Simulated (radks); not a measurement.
The numbers below are computed, except where a source is named.
Q: The erbium ion Er6+ is in [Xe] 4f(5/2: 6, 7/2: 2). Level of theory: Dirac Kohn-Sham, PBE, spin-unpolarised, spherical densities, finite nucleus; Fermi nuclear charge, rms radius of each element as measured or else 0.836 A^(1/3) + 0.57 fm (a radial shooting solver on a logarithmic mesh with Libxc functionals). Sub-shells are occupied by j as written (lower j first in brackets). One electron is removed from 5p3/2, 4f7/2, 5p1/2, 4f5/2 in turn, with full relaxation. Which removal costs least, and what does each cost?

A: 5p3/2 113.19 eV; 4f7/2 116.63 eV; 4f5/2 118.08 eV; 5p1/2 121.24 eV. The 5p3/2 electron leaves first.
